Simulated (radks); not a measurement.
Q: All-electron atom: Ca7+ in [Ne] 3s2 3p1. Method: non-relativistic Kohn-Sham, PBE, spin-polarised, spherical densities, point nucleus; open shells are filled with parallel spins first; computed with a radial shooting solver on a logarithmic mesh with Libxc functionals. Some entries of the table are withheld. Estimate them.

orbital,occ.,eigenvalue (hartree),<r> (bohr)
1s up,1,-149.5682,0.07735
1s down,1,-149.5528,0.07735
2s up,1,-20.00510,0.3644
2s down,1,-19.99027,0.3642
2p up,3,(1),0.3255
2p down,3,(2),0.3254
3s up,1,(3),(4)
3s down,1,(5),(6)
3p up,1,-5.04584,1.051
3p down,0,-4.94978,1.054

A: 
(1) 2p up eigenvalue (hartree): -17.24606
(2) 2p down eigenvalue (hartree): -17.22572
(3) 3s up eigenvalue (hartree): -5.80251
(4) 3s up <r> (bohr): 1.025
(5) 3s down eigenvalue (hartree): -5.70363
(6) 3s down <r> (bohr): 1.027
